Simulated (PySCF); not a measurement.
Polarisability and C₆ of I⁺ (iodine, charge +1)

[Kr] 4d10 5s2 5p4, high-spin 3P determinant. Calculation: PySCF 2.14, in aug-cc-pVQZ-DK3 (9s8p6d3f2g, 102 functions); scalar relativity by spin-free X2C-1e. Coupled (time-dependent) response in atomic units; α is the mean over directions.

```json
{"method": "UHF", "mean α (bohr³)": "20.08", "α xx, yy, zz": "19.72, 20.78, 19.72", "C₆ (like pair)": "171.5", "S(−4)": "72.96"}
{"method": "PBE", "mean α (bohr³)": "20.61", "α xx, yy, zz": "20.04, 21.77, 20.04", "C₆ (like pair)": "176.3", "S(−4)": "80.53"}
{"method": "PBE0", "mean α (bohr³)": "20.24", "α xx, yy, zz": "19.74, 21.24, 19.74", "C₆ (like pair)": "172.6", "S(−4)": "75.90"}
```

S(−4) is the Cauchy moment in α(ω) = α(0) + S(−4) ω² + …

Spin-orbit coupling is absent.

α(iu) at PBE0:

```json
{"u (hartree)": "0", "α(iu) (bohr³)": "20.24"}
{"u (hartree)": "0.0500", "α(iu) (bohr³)": "20.05"}
{"u (hartree)": "0.100", "α(iu) (bohr³)": "19.52"}
{"u (hartree)": "0.200", "α(iu) (bohr³)": "17.66"}
{"u (hartree)": "0.300", "α(iu) (bohr³)": "15.31"}
{"u (hartree)": "0.500", "α(iu) (bohr³)": "10.96"}
{"u (hartree)": "0.750", "α(iu) (bohr³)": "7.291"}
{"u (hartree)": "1.00", "α(iu) (bohr³)": "5.123"}
{"u (hartree)": "1.50", "α(iu) (bohr³)": "2.956"}
{"u (hartree)": "2.00", "α(iu) (bohr³)": "1.968"}
{"u (hartree)": "3.00", "α(iu) (bohr³)": "1.094"}
{"u (hartree)": "5.00", "α(iu) (bohr³)": "0.4973"}
```

A single London oscillator, α(iu) = α/(1 + u²/ω²), gives C₆ = (3/4) ω α². Matching the computed C₆ needs ω = 4 × 172.6 / (3 × 20.24²) = 0.562 hartree.

For an ion, C₆ is the dispersion term alone; charge-induced terms of lower order in 1/R come first.

The components differ because the open shell of this determinant is not spherical; for a pure term their mean is the scalar polarisability.
